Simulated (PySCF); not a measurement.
Species: C4H6FPS.
Structure used (GFN2-xTB), in Å, numbered top down from 1:
```xyz
13
C4H6FPS angstrom
F      0.5125    2.7029    0.1571
C      0.1755    1.4124    0.1069
C     -1.0396    0.9516   -0.1601
C     -1.1922   -0.5375   -0.1390
C      0.2031   -1.1753   -0.2014
P      1.4228    0.0969    0.3539
S      3.1434    0.2042   -0.5031
H     -1.8945    1.5819   -0.3446
H     -1.7060   -0.8261    0.7824
H     -1.8123   -0.8716   -0.9728
H      0.4762   -1.4183   -1.2339
H      0.2777   -2.0923    0.3842
H      1.4289   -0.0285    1.7527
```

NICS is the negative of the GIAO shielding at a point without a nucleus: at the ring centre (0) and 1 Å above and below it (1); zz is the component along the ring normal. Level: GIAO PBE0/pcSseg-1 (PySCF, non-relativistic, gas phase) on the GFN2-xTB geometry, one conformer.

Ring bond lengths (Å), with Mayer bond orders in brackets: C2–C3 1.327 (1.80), C3–C4 1.497 (1.02), C4–C5 1.535 (1.00), C5–P6 1.848 (0.89), P6–C2 1.830 (0.83).

Question: What do the NICS probes read (ppm)?

Answer: 
```tsv
ring	type	NICS(0)	NICS(1), two faces	NICS(1)zz, two faces	rms pucker (Å)	centre to ring atoms, mean (Å)
C2–C3–C4–C5–P6	5-membered ring with P; formal bonds 1 double, 4 single	-4.8	-3.4 / -3.3	-0.5 / -1.3	0.10	1.36
```

Question: What can be read from them?

Answer: 
- C2–C3–C4–C5–P6: mean NICS(1)zz -0.9 ppm, near zero. C4, C5, P6 have four or more neighbours, so the value isn't read as a sign of a π ring current.

Question: At the second NICS(1) probe listed for ring C2–C3–C4–C5–P6, 1 Å off the ring, what do the in-plane components average?

Answer: The isotropic value is a third of the trace: (3 × -3.3 − (-1.3))/2 = -4.3 ppm.

Question: Give the inner angles of the rings and the Hirshfeld charges of the ring atoms.

Answer: 
- C2–C3–C4–C5–P6: C2 113.7° (+0.028 e), C3 115.8° (-0.053 e), C4 108.7° (-0.060 e), C5 107.6° (-0.102 e), P6 90.3° (+0.302 e); sum 536.0° against 540° for a flat convex ring.
